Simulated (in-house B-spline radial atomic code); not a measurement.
Values are calculated unless marked as measured or tabulated.
Building a PAW p channel for Zr, r_c = 1.23 bohr

Zr, [Kr] 4d2 5s2, non-relativistic LDA (VWN5), spherical and spin-unpolarised, from a B-spline radial code for spherical atoms (atomic units; all potentials screened as in the neutral atom).

Two all-electron partial waves φ1, φ2 are integrated outwards at E1 = ε(4p) = -1.186598 and E2 = E1 + 1.5 hartree; φ1 is the bound orbital and φ2 has unit norm inside r_c = 1.227 bohr. Smooth partners are polynomials, r^2(a0 + a1 r² + a2 r⁴ + a3 r⁶), matched to φ and three derivatives at r_c, with no condition on the norm. The local potential is -20.7513 + (30.6853) r² + (-20.023) r⁴ + (4.93047) r⁶ inside 1.0046 bohr and the all-electron one outside.

```csv
wave,φ(r_c),φ'(r_c),a0,a1,a2,a3
1,0.9594484,-0.1240524,1.604904,-0.7820067,0.06161143,0.02053142
2,1.12768,-2.140416,3.462319,-2.585865,0.5592112,-0.02570936
```

Inside r_c the overlaps are <φi φj> = [[0.41384, 0.63791], [0.63791, 1.00000]] and, for the smooth waves, [[0.44513, 0.70902], [0.70902, 1.15398]]. With χj = (Ej − T − V_local) applied to smooth wave j, the program's quadrature gives the matrix B_ij = <smooth i, χj> as [[1.16984, 2.25482], [2.14816, 4.16350]].

Q: Check the match of the first wave, and find the augmentation charges q_ij.

A: At r_c the four terms are 2.41623, -1.77251, 0.21025, 0.10548, which sum to 0.9594, φ1(r_c) to rounding. q_ij is the all-electron overlap less the smooth one: [[-0.03129, -0.07111], [-0.07111, -0.15398]]. The smooth first wave has a norm of 0.4451 inside r_c against 0.4138, so q11 is negative and must stay small enough for the overlap operator to be positive.

Q: B isn't symmetric. Show that D_ij = B_ij + Ej q_ij is.

A: Integrating by parts gives B12 − B21 = (E1 − E2) q12: 2.25482 − (2.14816) = 0.10666, and −1.5 × (-0.07111) = 0.10667. So D12 = 2.25482 + (0.313402)(-0.07111) = 2.23253 and D21 = 2.14816 + (-1.186598)(-0.07111) = 2.23254; D11 = 1.20697, D22 = 4.11524. The projectors, p = (B⁻¹)ᵀ χ, are dual to the smooth waves; det B = 0.027, small beside B11 B22, as the two smooth waves look alike inside r_c.

Solving (T + V_local + Σ p D p) ψ = E (1 + Σ p q p) ψ in a sphere of 9 bohr gives these levels:

```tsv
all-electron	one projector	two projectors
-1.186600	-1.186600	-1.186600
-0.047301	-0.048559	-0.047301
0.210835	0.208157	0.210835
0.623343	0.615973	0.623340
1.191010	1.172050	1.190950
```

Q: What does the second projector gain?

A: With one projector the errors are 0.00, -1.26, -2.68, -7.37, -18.96 millihartree. With two the errors are 0.00, 0.00, 0.00, 0.00, -0.06 millihartree. The scattering is exact at E1 and at E2 = 0.313, and over all levels compared the largest error is 0.06 millihartree. The lowest eigenvalue of the overlap operator is 0.8376 with one and 0.3993 with two projectors. The smooth orbital alone needs a cutoff of 19 hartree for 1 millihartree of kinetic energy, against 25.9 for a norm-conserving Troullier-Martins orbital of the same radius; part of the gain comes from giving up the norm, part from the simpler form.
